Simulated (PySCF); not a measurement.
## Steps of a relaxation of Au3

Au3 (doublet). PySCF 2.14.0, UKS B3LYP, Au def2-SVP with ECP60; non-relativistic Hamiltonian with scalar-relativistic core potentials where named; density fitting; no spin-orbit coupling. Origin of the start: released along the symmetry-breaking force. Columns: position (Å) and force (eV/Å). Energies are counted from the last step; some of the 10 steps are shown. Forces carry noise of the integration grid, about 0.01 to 0.03 eV/Å.

Run from Python with OMP_NUM_THREADS=2. Where DIIS fails, smearing, a level shift and second-order steps follow.
It took 46 s on 2 threads of Arm Neoverse V1 (shared host), from the converged density of the start.

```xyz
3
step 0  E = 0.054 eV
Au    1.5355    0.0000    0.0000    -0.28    0.00    0.00
Au   -0.7677    1.4109    0.0000     0.14    0.32    0.00
Au   -0.7678   -1.4108    0.0000     0.14   -0.32    0.00
```

```xyz
3
step 3  E = 0.006 eV
Au    1.4547    0.0000    0.0000     0.09    0.00    0.00
Au   -0.7273    1.5137    0.0000    -0.05    0.11    0.00
Au   -0.7274   -1.5137    0.0000    -0.05   -0.11    0.00
```

```xyz
3
step 6  E = 0.000 eV
Au    1.4183    0.0000    0.0000    -0.02    0.00    0.00
Au   -0.7091    1.5946    0.0000     0.01    0.00    0.00
Au   -0.7091   -1.5946    0.0000     0.01    0.00    0.00
```

Where does the relaxation end?

It converges at step 9 in C2v:
```xyz
3
step 9  E = 0
Au    1.3883    0.0000    0.0000
Au   -0.6941    1.6437    0.0000
Au   -0.6942   -1.6437    0.0000
```

A frequency check found unstable modes (1, the lowest at -9 cm⁻¹), so the relaxed geometry is a saddle point, or these are noise. Open shells may have lower solutions than the one found.
